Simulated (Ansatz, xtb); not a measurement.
AlFH2NSi: which of two structures lies lower

Structure I: `[F][Al][NH][SiH]`, a doublet. Structure II: a doublet given by its coordinates. Both are isolated molecules in the gas phase, relaxed with B3LYP-D3(BJ)/def2-SVP; the shapes shown needn't be the lowest conformers.

I (Å):

```xyz
6

Al   -1.6732   -1.9219    0.0286
F    -3.0049   -2.4865    0.8685
N    -0.5105   -0.8724    0.9569
Si    0.9254   -0.2009    0.2267
H    -0.7227   -0.6796    1.9395
H     1.4389    0.5430    1.4741
```

II (Å):

```yaml
atoms:
  - { symbol: Al, position_ang: [-0.3060, -1.6416, 0.5665] }
  - { symbol: F, position_ang: [-0.1840, -2.9249, 1.6309] }
  - { symbol: N, position_ang: [-0.7115, 0.0039, 1.2898] }
  - { symbol: Si, position_ang: [-2.3758, 0.0779, 0.9263] }
  - { symbol: H, position_ang: [0.2341, -1.8446, -0.8907] }
  - { symbol: H, position_ang: [-0.1509, 0.6553, 1.8423] }
```

Close contacts (Å): Al1–F2 1.67, Al1–N3 1.84, Al1–Si4 2.71, N3–Si4 1.71, Al1–H5 1.57, N3–H6 1.02.

Energies in hartree; the thermal terms are from B3LYP-D3(BJ)/def2-SVP harmonic frequencies (ideal gas, rigid rotor, one conformer each, 200 K, 1 atm) and include the zero-point energy:

|  | I | II |
| --- | --- | --- |
| E, CCSD(T)/def2-SVP | −686.190130 | −686.209845 |
| zero-point energy | 0.025417 | 0.024885 |
| H(200 K) − E | 0.029394 | 0.028655 |
| G(200 K) − E | 0.006537 | 0.006299 |

Problem. Work out ΔE, ΔE₀, ΔH and ΔG for I → II in kJ/mol (1 Eh = 2625.50 kJ/mol) and the equilibrium ratio [II]/[I].

Solution. 1. ΔE = −686.209845 − (−686.190130) = −0.019715 Eh = −51.76 kJ/mol.
2. ΔE₀ = ΔE + ΔZPE = −0.019715 + (−0.000532) Eh = −53.16 kJ/mol.
3. ΔH = ΔE + (−0.000739) Eh = −53.70 kJ/mol.
4. ΔG = ΔE + (−0.000238) Eh = −52.39 kJ/mol, so ΔS = (ΔH − ΔG)/T = −6.6 J/(mol K).
5. kT = 0.6334 mEh, so K = [II]/[I] = exp(−ΔG/kT) = exp(+31.50) ≈ 4.8 × 10^13.

Structure II is favoured at this temperature. An error of 4 kJ/mol in ΔG would change K by a factor of 11. Mirror images and further conformers aren't counted.

Other levels gave ΔE = −51.0 (B3LYP-D3(BJ)/def2-SVP); −34.8 (HF/def2-SVP); −47.2 (MP2/def2-SVP) kJ/mol. Open shells are spin-unrestricted. The correlated steps freeze 12 core orbitals. Programs: Ansatz 0.2.0.
